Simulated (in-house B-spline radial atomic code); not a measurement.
What moves the levels of W II (W+) ([Xe] 4f14 5d4 6s1)? Computed with an all-electron radial atomic-structure program (B-spline basis): Dirac-Hartree-Fock, average of the jj configuration, Fermi nucleus of rms radius 5.3491 fm.

Baseline run (computed): total energy -16155.9715 hartree, 1s1/2 at -2571.524 hartree, 6s1/2 at -14.161 eV with <r> = 3.13 bohr.

Changing the nucleus:

| nucleus | ΔE (eV) |
| --- | --- |
| Fermi nucleus of rms radius 5.3559 fm, A = 182 | 0.146 |
| Fermi nucleus of rms radius 5.3611 fm, A = 183 | 0.258 |
| Fermi nucleus of rms radius 5.3658 fm, A = 184 | 0.359 |
| Fermi nucleus of rms radius 5.3743 fm, A = 186 | 0.543 |

A larger nucleus binds the electrons less, roughly as the density at the nucleus times the change of the nuclear <r²>. The reference is A = 180.
